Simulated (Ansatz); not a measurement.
`[F][Zn][CH2]Cl` + H₂ → `Cl[CH2][ZnH]` + H–F at 400 K and 1 bar (hydrogenolysis of a Zn–F bond).

Isolated molecules relaxed with PBE0-D4/def2-TZVP in Ansatz; ΔE leaves out vibrations. CCSD(T)/CBS is the MP2 limit (def2-TZVPP, def2-QZVPP) plus CCSD(T) − MP2 in def2-TZVPP, frozen cores. This one scheme is used for every species. For Zn outer-core shells are correlated without core-valence functions, which leaves a few kJ/mol of doubt a bond. Scalar relativity is left out up to krypton. One conformer a species, not always the lowest.

```
         species  CCSD(T)/CBS energy (Eh)  H − E (kJ/mol)  S (J/(mol·K))
`[F][Zn][CH2]Cl`              -2377.23406           102.8          347.7
              H₂                 -1.17544            38.0          139.0
  `Cl[CH2][ZnH]`              -2277.98947           110.2          321.6
             H–F               -100.39570            36.5          182.2
```

H − E and S are ideal-gas, rigid-rotor, harmonic terms from PBE0-D4/def2-TZVP, for one conformer and one mirror image of each species. The MP2-based limit puts H₂ 0.8 mEh under its directly extrapolated value; such offsets cancel only in part. 1 Eh = 2625.50 kJ/mol, R = 8.31446 J/(mol·K).

Task: By hand: ΔE, ΔH, ΔS and ΔG.

Result: ΔE = (-2277.98947) + (-100.39570) − (-2377.23406) − (-1.17544) = 0.02433 Eh = 63.9 kJ/mol. Δ(H − E) = 110.2 + 36.5 − 102.8 − 38.0 = 5.9, so ΔH = 69.8 kJ/mol. ΔS = 321.6 + 182.2 − 347.7 − 139.0 = 17.1 J/(mol·K). ΔG = 69.8 − 400 × (17.1)/1000 = 63.0 kJ/mol.

Task: By hand: the equilibrium constant, and the temperature at which ΔG would vanish if ΔH and ΔS stayed fixed.

Result: log₁₀ K = −ΔG/(RT ln 10) = -8.2. ΔG = 0 at ΔH/ΔS = 4082 K, far beyond where these terms or the molecules hold.

ΔH outweighs TΔS. A doubt of 5 kJ/mol in ΔE shifts log₁₀ K by 0.7 here. Other conformers and mirror images would add mixing entropy, several J/(mol·K) or more a flexible species. These are equilibria of isolated gas molecules and say nothing of rates. Largest T1 diagnostic: 0.015 (customary marks: 0.02 for closed shells, 0.045 for open ones).
